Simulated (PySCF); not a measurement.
CH₁₀O₂Si₃. Atoms are numbered in the order given.

```xyz
16

O     -1.5067     2.2153    -0.0707
C     -0.7406     1.4404    -0.9626
Si     0.1824     0.1157     0.0322
O      0.8637     1.0957     1.2313
Si     1.8170    -1.0360    -1.2068
Si    -1.3396    -1.3814     1.0167
H     -0.9183     2.4694     0.6524
H     -0.0184     2.0513    -1.5437
H     -1.4224     0.9825    -1.6976
H      1.1930     0.6589     2.0220
H      1.1528    -1.8861    -2.2452
H      2.7532    -0.0881    -1.8882
H      2.6155    -1.9310    -0.3106
H     -0.6240    -2.2824     1.9771
H     -2.4013    -0.6452     1.7681
H     -1.9788    -2.2349    -0.0337
```

Geometry: PBE0-D3(BJ)/def2-SVP. The structure was generated by enumeration, and PubChem lists no compound with its InChIKey, so it may never have been made. One conformer was computed; it need not be the lowest.

Level of theory: PBE0/pcSseg-1 (PySCF).

GIAO shieldings, no solvent; atoms listed in one row are averaged. δ = σ(ref) − σ: ¹⁷O against H2O (σ = 334.2 ppm); ¹³C against TMS (σ = 186.3 ppm); ²⁹Si against TMS (σ = 352.7 ppm); ¹H against TMS (σ = 31.56 ppm), references at their B3LYP-D3(BJ)/def2-TZVP geometries, non-relativistic.

Computed chemical shifts:
```tsv
nucleus	atoms	count	δ (ppm)
¹⁷O	O4	1	8.3
¹⁷O	O1	1	-1.7
¹³C	C2	1	56.9
²⁹Si	Si3	1	16.4
²⁹Si	Si6	1	-109.9
²⁹Si	Si5	1	-111.1
¹H	H8	1	4.36
¹H	H14, H15, H16	3	3.79
¹H	H9	1	3.73
¹H	H11, H12, H13	3	3.70
¹H	H7	1	1.66
¹H	H10	1	0.31
```
